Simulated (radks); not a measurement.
Radial electron density D(r) = 4 pi r^2 rho(r) of an atom or ion with 53 electrons. Calculated with a radial shooting solver on a logarithmic mesh with Libxc functionals: Dirac Kohn-Sham, PBE, spin-unpolarised, spherical densities, finite nucleus; Fermi nuclear charge, rms radius of each element as measured or else 0.836 A^(1/3) + 0.57 fm.

r (bohr)  D(r) (e/bohr)
0.004643          22.72
0.006193          32.80
0.00826           44.86
0.01102           57.20
0.01469           66.68
0.0196            69.87
0.02614           66.13
0.03486           60.99
0.0465            64.27
0.06201           78.47
0.08271           88.87
0.1112            78.94
0.1483            63.87
0.1978            68.90
0.2638            73.24
0.3519            48.03
0.4694            25.28
0.626             27.29
0.8349            24.99
1.114             12.92
1.485             6.180
1.997             4.236
2.663             2.466
3.552            0.8917
4.738            0.1907
6.319           0.02214
8.428          0.001124

What is the nuclear charge?

Answer. Z = 53. The innermost maximum, from 1s, lies near gamma/Z bohr with gamma = sqrt(1 - (Z/c)^2) = 0.922, here 0.0174 bohr (found: 0.0191), and its height grows with Z. The density is that of neutral iodine in [Kr] 4d10 5s2 5p5; the configuration itself is not fixed sharply by these data, and Z only to a few units. D(r) has 4 maxima, at r = 0.0191, 0.0840, 0.242, 0.695 bohr, and minima at 0.0375, 0.159, 0.508 bohr, inside which lie 2.03, 11.19, 28.93 electrons.
